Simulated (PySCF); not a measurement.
CH4N, SMILES [CH2]N, multiplicity 2. Atoms are numbered in the order given.

```xyz
6

C     -0.7231     0.0781     0.0000
N      0.6518    -0.0952     0.0000
H     -1.2397    -0.1162    -0.9302
H     -1.2397    -0.1162     0.9302
H      1.1277     0.2151     0.8326
H      1.1277     0.2151    -0.8326
```
Charge 0, spin multiplicity 2.

Geometry optimised at PBE0-D3(BJ)/def2-TZVP. The isomer is the one that the SMILES or the coordinates give; other isomers of the formula were not compared.

Computed with PySCF with PBE0/pcH-1.

Unrestricted Kohn–Sham, ⟨S²⟩ = 0.754. Hyperfine tensors hold the contact and dipolar terms, without spin-orbit corrections.

**Question.** Estimate the hyperfine couplings. (The exact figures need the calculation; the answer reports its results.)

**Answer.** 
```json
[
 {"nucleus": "13C no. 1", "A(iso) (MHz)": "117.4", "A(iso) (G)": "41.9", "dipolar principal values (MHz)": "-69.2, -68.4, 137.6"},
 {"nucleus": "14N no. 2", "A(iso) (MHz)": "15.7", "A(iso) (G)": "5.6", "dipolar principal values (MHz)": "-12.8, -12.4, 25.2"},
 {"nucleus": "1H no. 3", "A(iso) (MHz)": "-41.9", "A(iso) (G)": "-14.9", "dipolar principal values (MHz)": "-32.9, -0.5, 33.4"},
 {"nucleus": "1H no. 4", "A(iso) (MHz)": "-41.9", "A(iso) (G)": "-14.9", "dipolar principal values (MHz)": "-32.9, -0.5, 33.4"},
 {"nucleus": "1H no. 5", "A(iso) (MHz)": "7.7", "A(iso) (G)": "2.7", "dipolar principal values (MHz)": "-14.5, -6.1, 20.6"},
 {"nucleus": "1H no. 6", "A(iso) (MHz)": "7.7", "A(iso) (G)": "2.7", "dipolar principal values (MHz)": "-14.5, -6.1, 20.6"}
]
```

**Question.** And the g tensor (effective nuclear charges for spin-orbit coupling, GIAO)? (An estimate is asked for; the answer gives what the named calculation found.)

**Answer.** principal values 2.0021, 2.0030, 2.0034; isotropic 2.0028.
